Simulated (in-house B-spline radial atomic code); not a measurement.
Successive ionisation energies of iridium; each step leads to the configuration of the next row (after the last: [Kr] 4d3/2(3)). Dirac energy differences include first-order Breit, QED and recoil terms. NIST's values go from ground level to ground level; the uncertainty of those that are theory runs from under 0.1 % in few-electron ions to several per cent in heavy many-electron ones. Computed with a radial B-spline atomic code at the basis-set limit: Dirac-Hartree-Fock, jj configuration that fills j = l - 1/2 first, finite nuclei.

A number in brackets counts the electrons of a j subshell.

```csv
ion,configuration,ionisation energy (eV),tabulated value (eV),tabulated kind,computed minus tabulated (eV),highest orbital,largest mean radius (bohr)
Ir29+,[Kr] 4d10 4f5/2(2),1008.0,1030,tabulated theory,-22.0,4f5/2,0.43164
Ir30+,[Kr] 4d10 4f5/2(1),?,?,tabulated theory,?,?,?
Ir31+,[Kr] 4d10,?,?,tabulated theory,?,?,?
Ir32+,[Kr] 4d3/2(4) 4d5/2(5),1384.0,1381,tabulated theory,3.0,4d5/2,0.42064
Ir33+,[Kr] 4d3/2(4) 4d5/2(4),1437.6,1436,tabulated theory,1.6,4d5/2,0.41743
Ir34+,[Kr] 4d3/2(4) 4d5/2(3),1491.8,1493,tabulated theory,-1.2,4d5/2,0.41499
Ir35+,[Kr] 4d3/2(4) 4d5/2(2),1546.7,1548,tabulated theory,-1.3,4d5/2,0.41277
Ir36+,[Kr] 4d3/2(4) 4d5/2(1),1602.2,1603,tabulated theory,-0.8,4d5/2,0.41057
Ir37+,[Kr] 4d3/2(4),1683.4,1684,tabulated theory,-0.6,4d3/2,0.40838
```

Task: Fill in the row of Ir30+.

Result: ionisation energy (eV): 1062.6; tabulated value (eV): 1080; computed minus tabulated (eV): -17.4; highest orbital: 4f5/2; largest mean radius (bohr): 0.42788.

Task: Fill in the row of Ir31+.

Result: ionisation energy (eV): 1331.0; tabulated value (eV): 1331; computed minus tabulated (eV): 0.0; highest orbital: 4d5/2; largest mean radius (bohr): 0.42416.
